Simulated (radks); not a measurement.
Results of a calculation; reference values are marked as such.
Ionisation of neutral titanium, [Ar] 3d2 4s2, to Ti+, [Ar] 3d2 4s1, under several functionals. Dirac Kohn-Sham, spin-unpolarised, spherical densities, finite nucleus; open shells are shared between the two j in proportion to 2j + 1; a radial shooting solver on a logarithmic mesh with Libxc functionals.

functional                               E(Ti) (hartree)  Exc (hartree)  IE (eV)  -e(HOMO) (eV)  <r> HOMO (bohr)  IE error (eV)
exchange-only LDA                             -849.95797      -38.23639    6.612          3.297            1.649         -0.216
exchange-only B88                             -852.89591      -41.24342    6.729          3.415            1.645         -0.099
PW91                                          -853.83192      -42.20894    7.393          4.303            1.617         +0.565
XLYP                                          -854.03300      -42.41076    7.306          4.143            1.620         +0.478
LDA (Slater exchange, VWN5 correlation)       -851.73928      -40.06479    7.528          4.449            1.613         +0.699

NIST Atomic Spectra Database: 6.828 eV (measured). Closest: exchange-only B88. The Delta-SCF values span 0.92 eV, the total energies 4.08 hartree. The highest occupied level is 3d5/2. Spin polarisation and multiplet splitting are left out, so open shells lie too high by an amount that depends on their filling.

Beside tabulated values, note that spin-unpolarised runs miss the spin-polarisation part of the exchange energy of open shells.
